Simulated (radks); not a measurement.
Values are calculated unless marked as measured or tabulated.
The silicon anion Si4-, [Ar], held by a Watson sphere: a shell of charge +5.69 at radius R that stands for the Madelung well of a crystal (potential energy -5.69/R inside, -5.69/r outside, in hartree with lengths in bohr). Level of theory: non-relativistic Kohn-Sham, LDA (Slater exchange, Perdew-Wang correlation), spin-polarised, spherical densities, point nucleus (a radial shooting solver on a logarithmic mesh with Libxc functionals). Response by self-consistent Sternheimer equations with the Hartree and adiabatic LDA kernel. The sphere does not respond.

R (bohr)	e(2p) (eV)	e(3s) (eV)	e(3p) (eV)	<r> 3p (bohr)	sum of <r^2> (bohr^2)	X-ray form factor at sin(theta)/lambda = 0.1 1/angstrom	alpha (bohr^3)
2.33	-105.82	-29.207	-22.033	2.342	50.29	14.905	24.48
2.46	-105.15	-28.140	-21.239	2.415	53.10	14.769	27.31
3.2	-102.83	-23.112	-17.302	2.821	70.24	14.025	49.91
3.6	-102.03	-21.045	-15.580	3.036	80.19	13.661	68.12
4.17	-101.07	-18.715	-13.546	3.343	95.22	13.201	104.3
